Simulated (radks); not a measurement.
Values are calculated unless marked as measured or tabulated.
Problem. Ionisation of the neodymium ion Nd+, [Xe] 4f4 6s1, to Nd2+, [Xe] 4f4, under several functionals. Scalar-relativistic Kohn-Sham, spin-polarised, spherical densities, point nucleus; open shells are filled with parallel spins first (spin-orbit coupling, left out, can overturn this in heavy ions); a radial shooting solver on a logarithmic mesh with Libxc functionals. The NIST Atomic Spectra Database gives 10.78 eV (semi-empirical). Rank these functionals by the error of their Delta-SCF ionisation energy: XLYP; BLYP; LDA (Slater exchange, VWN5 correlation); B86b exchange with PBE correlation; PW91; PBEsol; HCTH/407; OLYP.

Solution. From best to worst: OLYP 10.755 eV (-0.028); HCTH/407 10.747 eV (-0.036); PBEsol 10.994 eV (+0.211); B86b exchange with PBE correlation 11.063 eV (+0.280); BLYP 11.072 eV (+0.289); PW91 11.089 eV (+0.306); XLYP 11.117 eV (+0.334); LDA (Slater exchange, VWN5 correlation) 11.237 eV (+0.454). Open shells are spherical and high-spin; term and fine-structure splittings are not resolved. Spin-orbit splitting is averaged out at the scalar-relativistic level.
